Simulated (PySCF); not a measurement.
**Interval between two levels of Pb by level of theory**

Pb [Xe] 4f14 5d10 6s2 6p2 [3P2, M_J = 2] → Pb [Xe] 4f14 5d10 6s1 6p3 [5S2, M_J = 2], as a difference of total energies. Calculation: PySCF 2.14, in x2c-SVPall-2c with one added diffuse shell each of s, p type (8s12p7d2f, 93 functions); the two-component X2C-1e Hamiltonian. Correlated levels: [Kr] 4d10 4f14 frozen; the 22 highest virtual spinors dropped. "Screened" scales the spin-orbit matrix elements by Boettger's factors to mimic the two-electron term; Breit and QED terms are absent.

| method | interval between two levels (cm⁻¹) |
| --- | --- |
| GHF (spin-free) | 38290 |
| GMP2 (spin-free) | 51017 |
| GHF (screened spin-orbit) | 35963 |
| GMP2 (screened spin-orbit) | 47966 |

The labels give the starting determinants; with spin-orbit coupling the two ends relaxed to ⟨J²⟩ = 6.01, ⟨L²⟩ = 3.69, ⟨S²⟩ = 1.49 and ⟨J²⟩ = 6.01, ⟨L²⟩ = 0.33, ⟨S²⟩ = 5.95.
